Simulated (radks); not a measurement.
The chlorine anion Cl-, [Ar], held by a Watson sphere: a shell of charge +1 at radius R that stands for the Madelung well of a crystal (potential energy -1/R inside, -1/r outside, in hartree with lengths in bohr). Method: non-relativistic Kohn-Sham, PBE, spin-unpolarised, spherical densities, point nucleus; computed with a radial shooting solver on a logarithmic mesh with Libxc functionals. Response by self-consistent Sternheimer equations with the Hartree and adiabatic LDA kernel. The sphere does not respond.

| R (bohr) | e(2p) (eV) | e(3s) (eV) | e(3p) (eV) | <r> 3p (bohr) | sum of <r^2> (bohr^2) | X-ray form factor at sin(theta)/lambda = 0.1 1/angstrom | alpha (bohr^3) |
|---|---|---|---|---|---|---|---|
| 2.71 | -189.14 | -19.376 | -7.918 | 1.946 | 35.17 | 15.805 | 22.34 |
| 2.8 | -189.05 | -19.218 | -7.773 | 1.953 | 35.43 | 15.794 | 22.98 |
| 3.59 | -188.19 | -17.990 | -6.591 | 2.002 | 37.28 | 15.721 | 28.66 |
| 4.28 | -187.45 | -17.132 | -5.734 | 2.027 | 38.33 | 15.686 | 33.24 |
| 4.65 | -187.09 | -16.741 | -5.341 | 2.036 | 38.74 | 15.674 | 35.45 |
